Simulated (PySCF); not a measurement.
Trends in electronic spectra. Method: TDDFT CAM-B3LYP/def2-SVPD, vertical, gas phase, core orbitals frozen in the response in PySCF. Geometries: GFN2-xTB; one conformer of each isolated species. Triplets are in the Tamm–Dancoff approximation. 'Strongest' means the level of largest summed f among the lowest 8 singlets; it needn't be the same kind of state in each.

Problem. Rank by computed lowest singlet excitation energy, highest first.
A. `C=C(C)[C@@H]1C[SiH2]1`
B. `C[C@H]1C=C1C[SiH3]`
C. `C=C[SiH2]C(=C)C`
D. `C=CC1C[SiH2]C1`

Solution. D (6.96 eV), C (6.52 eV), B (6.16 eV), A (5.51 eV).

| SMILES | S1 (eV) | f (S1) | strongest (eV) | gap (eV) | first f ≥ 0.01 (nm) | S1 mainly |
| --- | --- | --- | --- | --- | --- | --- |
| C=CC1C[SiH2]C1 | 6.96 | 0.009 | 7.22 | 9.65 | 172 | H-2→L (92%) |
| C=C[SiH2]C(=C)C | 6.52 | 0.075 | 7.08 | 9.49 | 190 | H→L (41%) |
| C[C@H]1C=C1C[SiH3] | 6.16 | 0.205 | 6.16 | 9.03 | 201 | H→L+1 (38%) |
| C=C(C)[C@@H]1C[SiH2]1 | 5.51 | 0.290 | 5.51 | 8.18 | 225 | H→L (94%) |

H and L stand for HOMO and LUMO.

- `C=CC1C[SiH2]C1`: Löwdin shares by element: HOMO carbon 81% or more (atoms not listed hold the other 19%); LUMO silicon 26%, carbon 19% or more, hydrogen 10% or more (atoms not listed hold the other 46%).
- `C=C[SiH2]C(=C)C`: Löwdin shares by element: HOMO carbon 77% or more, silicon 4% (atoms not listed hold the other 18%); LUMO carbon 69% or more (atoms not listed hold the other 31%).
- `C[C@H]1C=C1C[SiH3]`: Löwdin shares by element: HOMO carbon 75% or more (atoms not listed hold the other 25%); LUMO silicon 32%, carbon 20% or more, hydrogen 8% or more (atoms not listed hold the other 40%).
- `C=C(C)[C@@H]1C[SiH2]1`: Löwdin shares by element: HOMO carbon 59% or more, silicon 17% (atoms not listed hold the other 24%); LUMO silicon 33%, hydrogen 20% or more, carbon 9% or more (atoms not listed hold the other 38%).
